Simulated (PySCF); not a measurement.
# Kr: ionisation energy

Kr [Kr] (1S) → Kr⁺ [Ar] 3d10 4s2 4p5 (2P), as a difference of total energies. All numbers are calculated (PySCF 2.14, the spin-free X2C one-electron Hamiltonian (Gaussian nucleus), in x2c-SVPall). Correlated levels: valence: [Ar] 3d10 frozen. The calculations carry no spin-orbit coupling.

```tsv
method	ionisation energy (eV)	error (eV)
UHF	13.151	-1.071
M06-2X	14.119	-0.103
LDA	14.290	+0.068
MP2 (valence)	13.838	-0.384
SCS-MP2 (valence)	13.761	-0.461
CCSD (valence)	13.723	-0.499
CCSD(T) (valence)	13.727	-0.495
```

Reference: 14.222 eV (measured; NIST levels, between the centres of gravity of the two terms).

Errors of the correlated levels include the incompleteness of this basis and the frozen core.
